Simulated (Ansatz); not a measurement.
Energy profile

The step: SiHCl₃O ([OH][Si]([Cl])([Cl])[Cl]) + H₂O + HF → SiCl₃F ([F][Si]([Cl])([Cl])[Cl]) + H₂O + H₂O (still joined by a long Si–O bond); bonds formed: Si1–F7, O2–H8, H6–O9; bonds broken: H6–F7, H8–O9; bonds weakened to dative contacts: Si1–O2 (atoms numbered as in the saddle structure below).

Si1  (-0.784, 0.866, -0.265)
O2  (0.272, -0.267, -0.970)
Cl3  (-1.935, 0.943, -2.080)
Cl4  (-0.366, 2.872, -0.211)
Cl5  (-2.299, 0.113, 0.914)
H6  (1.015, -0.339, 1.228)
F7  (0.324, 0.696, 1.186)
H8  (1.121, -1.125, -0.075)
O9  (1.523, -1.262, 0.868)
H10  (-0.006, -0.451, -1.873)
H11  (1.135, -2.044, 1.277)
(Å)

Electronic energies by CCSD(T) at an estimated basis limit (MP2 extrapolated from triple and quadruple zeta, plus CCSD(T) − MP2 in triple zeta), on PBE0-D4/def2-TZVP structures; SiH4Cl3O2F, singlet; no counterpoise correction. Program: Ansatz 0.2.0. Basis: def2-TZVPP and def2-QZVPP. Cores are frozen in the correlated methods. Extrapolation: Hartree–Fock as exp(−7.88 √X), correlation as X^−2.97.

**Question.** Give the profile in kJ/mol, counted from the separated reactants. (Judge from chemistry; the value comes from the calculation.)

**Answer.** Computed:
```json
{"point": "separated: SiHCl3O (linked as [OH][Si]([Cl])([Cl])[Cl]; Si1, O2, Cl3, Cl4, Cl5, H10; singlet) + HF (H6, F7; singlet) + H2O (H8, O9, H11; singlet)", "kJ/mol": "0.0"}
{"point": "start structure", "kJ/mol": "-77.2"}
{"point": "saddle", "kJ/mol": "-7.1"}
{"point": "end structure", "kJ/mol": "-40.2"}
{"point": "separated: SiCl3F (linked as [F][Si]([Cl])([Cl])[Cl]; Si1, Cl3, Cl4, Cl5, F7; singlet) + H2O (O2, H8, H10; singlet) + H2O (H6, O9, H11; singlet)", "kJ/mol": "-32.8"}
```
The saddle lies below the separated reactants: the barrier is submerged.

No T1 diagnostic of these runs exceeds 0.010.

Steps of this kind, hydrogen fluoride cutting a network bond, underlie vapour etching and the fluorination step of atomic layer etching.

For scale, one of the runs: CCSD(T)/def2-TZVPP, 317 basis functions, launched by `ansatz run in.yaml --threads 5 --pin off --events-out ev --progress --plain --max-ram 66560MiB --backend cuda --devices 0, --max-vram 37GiB`. Time: 21 s of wall clock on 5 CPU threads of an AMD EPYC 7R13 and a share of one NVIDIA H100; the host was shared. Peak host memory: 0.83 GiB.
